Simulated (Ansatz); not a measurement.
Total energies of Cu(CO)H (CHCuO) from Ansatz at PBE0-D4/def2-TZVP, gas phase (1 Eh = 27.2114 eV = 2625.5 kJ/mol). The reference geometry is relaxed at PBE0-D4/def2-TZVP.

```tsv
atom	x (Å)	y (Å)	z (Å)
Cu1	0.731	0.272	0.261
C2	-0.907	-0.339	-0.329
O3	-1.906	-0.710	-0.686
H4	2.082	0.777	0.754
```

| state | geometry | energy (Eh) |
| --- | --- | --- |
| charge 0 singlet | reference | -1754.11644 |
| charge 1 doublet | reference | -1753.77700 |
| free Cu atom (doublet) | – | -1640.24417 |
| free C atom (triplet) | – | -37.80537 |
| free O atom (triplet) | – | -75.01860 |
| free H atom (doublet) | – | -0.50104 |

Task: Work out the vertical ionisation energy to the doublet.

Result: E(charge 1 doublet) − E(charge 0 singlet) = -1753.77700 − (-1754.11644) = 0.33944 Eh = 9.24 eV. For comparison, −ε of the highest occupied level is 6.94 eV at this level, 2.30 eV less.

Task: What is the binding energy per atom against free atoms?

Result: Atoms: 1 × (-1640.24417) + 1 × (-37.80537) + 1 × (-75.01860) + 1 × (-0.50104) = -1753.56918 Eh. Binding: -1753.56918 − (-1754.11644) = 0.54726 Eh = 14.89 eV, or 3.72 eV for each of 4 atoms (no zero-point energy, no counterpoise term).
